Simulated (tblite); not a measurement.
Compound: methyl butyrate, C5H10O2.
SMILES with atom numbers: `[CH3:1][CH2:2][CH2:3][C:4](=[O:5])[O:6][CH3:7]` (hydrogens: H8, H9, H10 on C1; H11, H12 on C2; H13, H14 on C3; H15, H16, H17 on C7)

Computed geometry: GFN2-xTB, gas phase.

Some entries are withheld. Bonds in one row agree within 0.01 Å.

```
            coordinate    value
                 C1–C2        ?
                 C2–C3  1.532 Å
                 C3–C4        ?
                 C4=O5        ?
                 C4–O6  1.340 Å
                 O6–C7        ?
  C1–H8, C1–H9, C1–H10  1.088 Å
        C2–H11, C2–H12  1.091 Å
        C3–H13, C3–H14  1.091 Å
C7–H15, C7–H16, C7–H17  1.090 Å
              C1–C2–C3   111.8°
              C2–C3–C4   110.4°
              C3–C4–O5        ?
              C3–C4–O6   111.1°
              O5–C4–O6        ?
              C4–O6–C7        ?
```

**Question.** Fill in the missing values.

**Answer.** 
- C1–C2 = 1.523 Å, drawn single (methyl carbon to chain CH2 carbon); equal to the sum of covalent radii, 1.52 Å.
- C3–C4 = 1.511 Å, drawn single (sp3 carbon next to a carbonyl to ester carbonyl carbon); 0.02 Å above the sum of covalent radii, 1.49 Å.
- C4=O5 = 1.202 Å, drawn double (ester carbonyl carbon to ester carbonyl oxygen); 0.19 Å below the sum of covalent radii, 1.39 Å.
- O6–C7 = 1.421 Å, drawn single (ends: ester single-bonded oxygen; methoxy carbon); equal to the sum of covalent radii, 1.42 Å.
- C3–C4–O5 = 125.4°, at the ester carbonyl carbon; the outer atoms are 2.415 Å apart.
- O5–C4–O6 = 123.5°, at the ester carbonyl carbon; the outer atoms are 2.240 Å apart.
- C4–O6–C7 = 116.5°, at the ester single-bonded oxygen; the outer atoms are 2.348 Å apart.

Radii are Cordero's, carbon taken as 0.76, 0.73 or 0.69 Å for four, three, and two or fewer neighbours.

Its GFN2-xTB frequencies are all real (lowest 21 cm⁻¹). The numbers are those of one conformer (C1–C2–C3–C4 -65°, C2–C3–C4–O5 -60°, C3–C4–O6–C7 -179°).
